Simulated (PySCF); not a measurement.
## Working out the ionisation energy of Ti²⁺

Ti²⁺ [Ar] 3d2 (3F) → Ti³⁺ [Ar] 3d1 (2D). Computed with PySCF 2.14 in x2c-QZVPPall (11s7p5d3f2g, 96 functions), with scalar relativity by spin-free X2C-1e. Frozen: [Ne]. Energies in hartree (1 hartree = 27.21139 eV):

```tsv
part	Ti²⁺ (lower)	Ti³⁺ (upper)
UHF	-852.081816	-851.103375
CCSD correlation	-0.280353	-0.259512
(T)	-0.005945	-0.005358
```

Task: What does Hartree-Fock give?

Result: (-851.103375) − (-852.081816) = 0.978441 hartree = 26.625 eV.

Task: What do CCSD and CCSD(T) give?

Result: The CCSD correlation energies differ by 0.020841 hartree = 0.567 eV and the triples by 0.000587 hartree = 0.016 eV, so CCSD gives 27.192 eV and CCSD(T) 27.208 eV.

Reference: 27.492 eV (measured; NIST Atomic Spectra Database, ionization energies), between the lowest levels; spin-orbit coupling is absent from the calculation.

What remains against the reference includes basis incompleteness, the frozen core and higher excitations.
